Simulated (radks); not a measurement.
Values are calculated unless marked as measured or tabulated.
Excited configurations of Sm I: one electron is placed in a higher orbital outside [Xe] 4f6 6s1. The ground configuration is [Xe] 4f6 6s2. Code: a radial shooting solver on a logarithmic mesh with Libxc functionals. Model: Dirac Kohn-Sham, PBEsol, spin-unpolarised, spherical densities, finite nucleus; open shells fill j = l - 1/2 first; Fermi nuclear charge, rms radius 5.0819 fm. Excitation = E - E(ground); binding = E(ion) - E, where the ion is the core of charge +1; n* = 1/sqrt(2 binding) in atomic units, and the quantum defect is n - n*.

outer orbital  excitation (eV)  binding (eV)     n*  quantum defect  eigenvalue (eV)
5d3/2                    1.927         4.031  1.837           3.163           -1.172
6p1/2                    2.311         3.647  1.932           4.068           -1.858
6d3/2                    4.486         1.472  3.041           2.959           -0.714
6f5/2                    5.317         0.641  4.608           1.392           -0.361
7s1/2                    3.856         2.102  2.544           4.456           -1.252
7p1/2                    4.373         1.585  2.930           4.070           -0.915
7f5/2                    5.490         0.468  5.391           1.609           -0.283

The Delta-SCF ionisation energy is 5.958 eV (NIST Atomic Spectra Database: 5.644 eV, measured). Self-interaction in the functional shifts the binding energies and quantum defects, so they are the method's values and not measured ones. Spin polarisation and multiplet splitting are left out, so open shells lie too high by an amount that depends on their filling.

Beside tabulated values, note that spin-unpolarised runs miss the spin-polarisation part of the exchange energy of open shells.
